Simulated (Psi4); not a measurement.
Cl6Pt (SMILES [Cl][Pt-2]([Cl])([Cl])([Cl])([Cl])[Cl]), charge -2, singlet, at a GFN2-xTB geometry (such geometries of metal compounds can be far from the true shape) (core potentials on Pt) (a gas-phase anion, which may not be bound at this level); Psi4 1.11 with PBE/def2-SV(P).

Here is a job for Psi4.
```
memory 2 GB

molecule mol {
-2 1
  Pt   -0.000000    0.000000    0.000000
  Cl    2.079927    0.862497   -0.735908
  Cl    0.743768    0.122523    2.245742
  Cl   -0.743768   -0.122523   -2.245742
  Cl   -2.079927   -0.862497    0.735908
  Cl   -0.855728    2.202872    0.163225
  Cl    0.855728   -2.202872   -0.163225
}

set basis def2-sv(p)
set reference rks

energy('pbe')
print_variables()
```

Q: Write the output that Psi4 gives for this input, abridged.

A: 
```
   => Loading Basis Set <=

    Name: DEF2-SV(P)
    Role: ORBITAL
    Keyword: BASIS

    !!!  WARNING: ECP capability is in beta. Please check occupations closely.  !!!

         ---------------------------------------------------------
                                   SCF
               by Justin Turney, Rob Parrish, Andy Simmonett
                          and Daniel G. A. Smith
                              RKS Reference
         ---------------------------------------------------------

  ==> Geometry <==

    Molecular point group: ci
    Full point group: Ci

    Geometry (in Angstrom), charge = -2, multiplicity = 1:

       Center              X                  Y                   Z               Mass
    ------------   -----------------  -----------------  -----------------  -----------------
         PT           0.000000000000     0.000000000000     0.000000000000   194.964791700000
         CL           2.079927000000     0.862497000000    -0.735908000000    34.968852682000
         CL           0.743768000000     0.122523000000     2.245742000000    34.968852682000
         CL          -0.743768000000    -0.122523000000    -2.245742000000    34.968852682000
         CL          -2.079927000000    -0.862497000000     0.735908000000    34.968852682000
         CL          -0.855728000000     2.202872000000     0.163225000000    34.968852682000
         CL           0.855728000000    -2.202872000000    -0.163225000000    34.968852682000

  Running in ci symmetry.

  Rotational constants: A =      0.02148  B =      0.02148  C =      0.02148 [cm^-1]
  Rotational constants: A =    643.86140  B =    643.86127  C =    643.86124 [MHz]
  Nuclear repulsion = 1054.780356245386201

  Charge       = -2
  Multiplicity = 1
  Electrons    = 122
  Nalpha       = 61
  Nbeta        = 61

  ==> Algorithm <==

  SCF Algorithm Type is DF.
  DIIS enabled.
  MOM disabled.
  Fractional occupation disabled.
  Guess Type is SAD.
  Energy threshold   = 1.00e-06
  Density threshold  = 1.00e-06
  Integral threshold = 1.00e-12

  ==> Primary Basis <==

  Basis Set: DEF2-SV(P)
    Blend: DEF2-SV(P)
    Number of shells: 59
    Number of basis functions: 133
    Number of Cartesian functions: 141
    Spherical Harmonics?: true
    Max angular momentum: 2

  Core potential: DEF2-SV(P)
    Number of shells: 4
    Number of ECP primitives: 10
    Number of ECP core electrons: 60
    Max angular momentum: 3

  ==> DFT Potential <==

   => LibXC <=

    Version 7.1.2
[...]
   @DF-RKS iter   5: -2878.80168100513674   -1.05090e-02   1.20617e-04 DIIS/ADIIS
   @DF-RKS iter   6: -2878.80173254811643   -5.15430e-05   6.44423e-05 DIIS
   @DF-RKS iter   7: -2878.80175473810459   -2.21900e-05   4.47960e-06 DIIS
   @DF-RKS iter   8: -2878.80175482482309   -8.67185e-08   1.02107e-06 DIIS
   @DF-RKS iter   9: -2878.80175482978711   -4.96402e-09   1.70192e-07 DIIS
  Energy and wave function converged.

  ==> Post-Iterations <==

   Electrons on quadrature grid:
      Ntotal   =  122.0000028947 ; deviation = 2.895e-06

    Orbital Energies [Eh]
    ---------------------

    Doubly Occupied:

[...]
      31Ag     0.085667

    Virtual:

[...]
    Final Occupation by Irrep:
             Ag    Au
    DOCC [    31,   30 ]
    NA   [    31,   30 ]
    NB   [    31,   30 ]

  @DF-RKS Final Energy: -2878.80175482978711

   => Energetics <=

    Nuclear Repulsion Energy =           1054.7803562453862014
    One-Electron Energy =               -6168.7292784066285094
    Two-Electron Energy =                2415.7714493008243153
    DFT Exchange-Correlation Energy =    -180.6242819693693775
    Empirical Dispersion Energy =           0.0000000000000000
    VV10 Nonlocal Energy =                  0.0000000000000000
    Total Energy =                      -2878.8017548297871144

Computation Completed

Properties will be evaluated at   0.000000,   0.000000,   0.000000 [a0]

Properties computed using the SCF density matrix

 Multipole Moments:

 ------------------------------------------------------------------------------------
     Multipole            Electronic (a.u.)      Nuclear  (a.u.)        Total (a.u.)
 ------------------------------------------------------------------------------------

 L = 1.  Multiply by 2.5417464519 to convert [e a0] to [Debye]
 Dipole X            :          0.0000000            0.0000000            0.0000000
 Dipole Y            :          0.0000000            0.0000000            0.0000000
 Dipole Z            :          0.0000000           -0.0000000           -0.0000000
 Magnitude           :                                                    0.0000000

 ------------------------------------------------------------------------------------

  Variable Map:
  ----------------------------------------------------------------------------
[...]
  Array Variable Map:
  ----------------------------------------------------------------------------
[...]
[...]
```
